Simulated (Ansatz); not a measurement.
`[NH2][In]([OH])[SH]`, relaxed with RKS PBE0-D4/def2-TZVP in the Gaussian-basis code of Ansatz from a GFN2-xTB geometry. The force threshold is 0.005 eV/Å; the program also tests the step.

Total charge 0; spin multiplicity 1. In takes the def2 core potential.

Start:

```xyz
8

N     1.279    0.821    0.852
In   -0.309   -0.095   -0.083
O    -2.073    0.239    0.681
S    -0.130   -1.285   -2.179
H     1.989    0.146    1.124
H     0.915    1.217    1.714
H    -2.813   -0.108    0.183
H     1.142   -0.934   -2.292
```

```csv
step,energy (eV),largest force (eV/Å),largest move (Å)
1,-19607.3810,0.872,0.000
2,-19607.3932,1.071,0.195
3,-19607.4206,0.754,0.194
4 (rejected),-19607.3720,0.545,0.200
5,-19607.4429,0.498,0.097
6,-19607.4515,0.040,0.075
7,-19607.4517,0.022,0.043
8,-19607.4522,0.023,0.021
9,-19607.4523,0.003,0.007
```

End:

```xyz
8

N     1.182    0.814    0.915
In   -0.330   -0.059   -0.085
O    -2.135    0.260    0.666
S    -0.140   -1.233   -2.145
H     2.085    0.367    0.847
H     0.986    1.013    1.887
H    -2.841   -0.088    0.118
H     1.193   -1.073   -2.204
```

Hardware: 4 threads of an AMD EPYC 7B13 on a shared host. Wall time 25 s, peak host memory 0.46 GiB.
